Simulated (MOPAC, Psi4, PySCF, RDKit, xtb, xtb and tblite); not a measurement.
Two geometries of SMILES CC(C)CCC(C)C, relaxed at GFN2-xTB with one dihedral held; other torsions can differ between them too.

Structure A

```
26

C      2.5135     1.3207    -0.2436
C      2.1340    -0.0168     0.3871
C      2.7712    -0.1331     1.7708
C      0.6111    -0.1740     0.4893
C     -0.0558    -0.5093    -0.8491
C     -0.1608    -2.0167    -1.1154
C     -1.2793    -2.6501    -0.2917
C     -0.4057    -2.2750    -2.6012
H      3.5932     1.3965    -0.3540
H      2.0640     1.4358    -1.2268
H      2.1750     2.1425     0.3845
H      2.5259    -0.8241    -0.2421
H      2.3749     0.6330     2.4344
H      2.5661    -1.1070     2.2102
H      3.8499    -0.0069     1.7082
H      0.1965     0.7574     0.8821
H      0.3826    -0.9586     1.2118
H      0.5079    -0.0439    -1.6587
H     -1.0631    -0.0866    -0.8726
H      0.7889    -2.4866    -0.8356
H     -1.1351    -2.4748     0.7715
H     -2.2418    -2.2312    -0.5790
H     -1.3110    -3.7250    -0.4563
H     -0.4954    -3.3416    -2.7955
H     -1.3258    -1.7901    -2.9219
H      0.4141    -1.8861    -3.2014
```

Structure B

```
26

C      2.6061     1.1012    -0.3440
C      2.1540    -0.0810     0.5094
C      2.6228     0.1106     1.9515
C      0.6310    -0.2537     0.4879
C      0.0156    -0.5158    -0.8884
C      0.5094    -1.7782    -1.6044
C      0.2140    -3.0422    -0.8010
C     -0.1495    -1.8717    -2.9803
H      3.6796     1.2484    -0.2454
H      2.3847     0.9350    -1.3948
H      2.1050     2.0128    -0.0240
H      2.6208    -0.9916     0.1200
H      2.1879     1.0140     2.3746
H      2.3253    -0.7339     2.5696
H      3.7061     0.2002     1.9941
H      0.1775     0.6566     0.8904
H      0.3634    -1.0699     1.1616
H      0.1999     0.3453    -1.5335
H     -1.0678    -0.5960    -0.7616
H      1.5917    -1.7029    -1.7519
H      0.7661    -3.0513     0.1349
H     -0.8489    -3.1090    -0.5773
H      0.5001    -3.9249    -1.3691
H      0.2144    -2.7424    -3.5214
H     -1.2294    -1.9589    -2.8782
H      0.0675    -0.9857    -3.5734
```

Q: Which is lower in energy at the level B3LYP-D3(BJ)/def2-SVP // GFN2-xTB in Psi4, and by how much?

A: B is lower, by 1.76 kcal/mol (dihedral C2–C4–C5–C6: 90° in A, 60° in B).

E(B) − E(A) in kcal/mol at the other levels, on the same two geometries: GFN2-xTB (xtb and tblite) -0.68; MMFF94 // GFN2-xTB (RDKit) -2.87; B3LYP/def2-SVP // GFN2-xTB (Psi4) -1.15; PBE/def2-SVP // GFN2-xTB (Psi4) -1.25; PBE-D3(BJ)/def2-SVP // GFN2-xTB (Psi4) -1.63; UFF // GFN2-xTB (RDKit) -1.84; PM6, restricted, heats of formation // GFN2-xTB (MOPAC) 0.19; AM1, restricted, heats of formation // GFN2-xTB (MOPAC) 0.53; GFN1-xTB // GFN2-xTB (xtb) -0.65; restricted B3LYP/6-31G*, spherical d, density fitting // GFN2-xTB (PySCF) -1.06; restricted Hartree-Fock/LANL2DZ, density fitting // GFN2-xTB (PySCF) -1.07; restricted BP86/6-31G*, spherical d, density fitting // GFN2-xTB (PySCF) -1.05; restricted MP2 (frozen core)/3-21G // GFN2-xTB (PySCF) -1.49.
